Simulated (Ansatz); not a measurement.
Start from `F[SiH](Cl)[O][GeH3]` and change one atom or group to get `F[SiH]([SiH3])Cl`.

Ansatz, PBE0-D4/def2-TZVP geometries, multiplicity 1. Each molecule was computed in one conformer, which needn't be the lowest.

Scalar relativity is left out up to krypton.

```json
{"property": "HOMO–LUMO gap (PBE0/def2-TZVPP) / eV", "`F[SiH](Cl)[O][GeH3]`": "9.04"}
{"property": "LUMO energy (ωB97M-V/def2-TZVPP) / eV", "`F[SiH](Cl)[O][GeH3]`": "1.64"}
{"property": "HOMO–LUMO gap (B3LYP/def2-TZVPP) / eV", "`F[SiH](Cl)[O][GeH3]`": "8.53"}
{"property": "HOMO energy (PBE/def2-TZVPP) / eV", "`F[SiH](Cl)[O][GeH3]`": "-7.72"}
{"property": "LUMO energy (PBE0/def2-TZVPP) / eV", "`F[SiH](Cl)[O][GeH3]`": "-0.19"}
{"property": "HOMO energy (B3LYP/def2-TZVPP) / eV", "`F[SiH](Cl)[O][GeH3]`": "-8.96"}
```

Q: What does the change do to each property? (An estimate is asked.)

A: Computed: 
```tsv
property	`F[SiH]([SiH3])Cl`	shift
HOMO–LUMO gap (PBE0/def2-TZVPP) / eV	7.81	-1.23
LUMO energy (ωB97M-V/def2-TZVPP) / eV	1.22	-0.42
HOMO–LUMO gap (B3LYP/def2-TZVPP) / eV	7.44	-1.09
HOMO energy (PBE/def2-TZVPP) / eV	-7.17	0.55
LUMO energy (PBE0/def2-TZVPP) / eV	-0.59	-0.40
HOMO energy (B3LYP/def2-TZVPP) / eV	-8.20	0.76
```

With PBE0 the HOMO rises by 0.83 eV and the LUMO falls by 0.40 eV, so the gap narrows by about 1.23 eV. PBE moves the HOMO by 0.55 eV and ωB97M-V by 1.09 eV. The zero-point energy changes by -10.4 kJ/mol with -3 modes.

B3LYP here is the variant with VWN-RPA as its local correlation; programs differ in this.
